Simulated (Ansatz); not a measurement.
Relaxation of a periodic cell of 17 atoms, AlSi$_{16}$ (host Si, host structure diamond, interstitial Al), to a largest force component of 0.03 eV/Å in at most 60 steps.

Computed with DFT PBE, scalar-relativistic, plane waves, PAW in Ansatz. Settings: PAW set soft_1, cutoff 420 eV, k mesh 2x2x2, gaussian smearing 0.02 eV, spin collinear.

```xyz
17
Lattice="0.0000 5.4300 5.4300 5.4300 0.0000 5.4300 5.4300 5.4300 0.0000" Properties=species:S:1:pos:R:3
Si 0.000 0.000 0.000
Si 1.357 1.357 1.357
Si 2.715 2.715 0.000
Si 4.072 4.072 1.357
Si 2.715 0.000 2.715
Si 4.072 1.357 4.072
Si 5.430 2.715 2.715
Si 6.787 4.072 4.072
Si 0.000 2.715 2.715
Si 1.357 4.072 4.072
Si 2.715 5.430 2.715
Si 4.072 6.787 4.072
Si 2.715 2.715 5.430
Si 4.072 4.072 6.787
Si 5.430 5.430 5.430
Si 6.787 6.787 6.787
Al 6.797 9.504 6.792
```

Q: Where does it end, and by what steps?

A: The forces met the threshold. Limits of this set-up: coarse k mesh. After 3 steps the energy has fallen by 0.323 eV; Si5 moved furthest, 0.09 Å.

```tsv
step	energy less start (eV)	largest force component (eV/Å)	accepted
0	0.0000	0.969	yes
1	-0.2873	0.377	yes
2	-0.3192	0.099	yes
3	-0.3227	0.006	yes
```

```xyz
17
Lattice="0.0000 5.4300 5.4300 5.4300 0.0000 5.4300 5.4300 5.4300 0.0000" Properties=species:S:1:pos:R:3
Si -0.047 0.047 -0.047
Si 1.358 1.373 1.358
Si 2.729 2.701 -0.014
Si 4.057 4.072 1.358
Si 2.764 0.049 2.764
Si 4.075 1.358 4.073
Si 5.383 2.668 2.762
Si 6.788 4.073 4.088
Si -0.014 2.701 2.729
Si 1.358 4.072 4.057
Si 2.729 5.444 2.729
Si 4.072 6.787 4.072
Si 2.763 2.667 5.382
Si 4.088 4.073 6.788
Si 5.416 5.444 5.416
Si 6.788 6.772 6.787
Al 6.791 9.503 6.789
```

Time of the run: 21 s on 2 threads of AMD EPYC 7B13 (Zen 3), on a shared host, peak memory 0.74 GiB.
